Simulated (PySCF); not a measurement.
Compound: C5H8F4O.
SMILES with atom numbers: `[CH3:1][CH:2]([CH3:3])[O:4][C@H:5]([F:6])[C:7]([F:8])([F:9])[F:10]` (hydrogens: H11, H12, H13 on C1; H14 on C2; H15, H16, H17 on C3; H18 on C5)

Level: PBE0/pcSseg-1 in PySCF, non-relativistic, on one gas-phase PBE0-D3(BJ)/def2-SVP geometry that isn't relaxed in the solvent. The solvent is an IEF-PCM continuum (Bondi radii, 1.10 Å for H, scaled by 1.2). Only the electrostatic response of the medium enters.

Gas phase at PBE0/pcSseg-1: HOMO -8.89 eV, LUMO 1.16 eV, dipole 3.30 D.

Task: What does the continuum do to the energy, the frontier levels and the dipole at PBE0/pcSseg-1 in benzene and chloroform?

Result: 
```json
{"solvent": "benzene", "ε": "2.271", "E(solvent) − E(gas) (kcal/mol)": "-1.98", "polarisation term (kcal/mol)": "-2.10", "distortion of the solute (kcal/mol)": "0.12", "HOMO (eV)": "-8.78", "LUMO (eV)": "1.40", "dipole (D)": "3.61"}
{"solvent": "chloroform", "ε": "4.711", "E(solvent) − E(gas) (kcal/mol)": "-3.20", "polarisation term (kcal/mol)": "-3.54", "distortion of the solute (kcal/mol)": "0.34", "HOMO (eV)": "-8.73", "LUMO (eV)": "1.53", "dipole (D)": "3.81"}
```

The polarisation term is half the interaction of the solute with the surface charges that it induces; the rest is the cost of distorting the solute's density. The sum is the electrostatic part of solvation alone. From benzene to chloroform the lowering changes by a factor 1.62, Onsager's factor (ε − 1)/(2ε + 1) by 1.55 and ε itself by 2.1.

Task: Which radius a makes the point-dipole formula ΔE = −[(ε − 1)/(2ε + 1)]·μ²/a³ give the value in chloroform, with the gas-phase dipole?

Result: μ = 1.300 au and |ΔE| = 0.00509 Eh give a = 2.60 Å; the farthest nucleus lies 3.75 Å from the centroid of the nuclei, so such a sphere wouldn't even hold the nuclei. The formula assumes a rigid point dipole at the centre of a sphere.

Task: Which Hirshfeld charges (PBE0/pcSseg-1) respond most in benzene (means over atoms taken as equivalent)?

Result: 
```json
{"atoms": "H18", "environment": "methine hydrogen", "gas (e)": "+0.041", "solvent (e)": "+0.048", "change": "+0.007"}
{"atoms": "H14", "environment": "methine hydrogen", "gas (e)": "+0.036", "solvent (e)": "+0.041", "change": "+0.005"}
{"atoms": "F6", "environment": "alkyl fluorine", "gas (e)": "-0.109", "solvent (e)": "-0.113", "change": "-0.004"}
{"atoms": "O4", "environment": "ether oxygen", "gas (e)": "-0.125", "solvent (e)": "-0.129", "change": "-0.004"}
{"atoms": "F8/F9/F10", "environment": "fluorine of a CF3 group", "gas (e)": "-0.088", "solvent (e)": "-0.090", "change": "-0.002"}
{"atoms": "C2", "environment": "sp3 carbon bound to oxygen", "gas (e)": "+0.058", "solvent (e)": "+0.059", "change": "+0.001"}
```

Hardware: an Intel Xeon at 2.50 GHz with one thread, no GPU, on a shared host. Cost: 98 s wall, 1.2 GiB resident at most. This is the whole shielding run at PBE0/pcSseg-1 in chloroform, SCF included.

Shape of the structure used: `[CH3:1][CH:2]([CH3:3])[O:4][C@H:5]([F:6])[C:7]([F:8])([F:9])[F:10]`: C1–C2–O4–C5 -148°, C2–O4–C5–F6 -79°, O4–C5–C7–F8 59°.
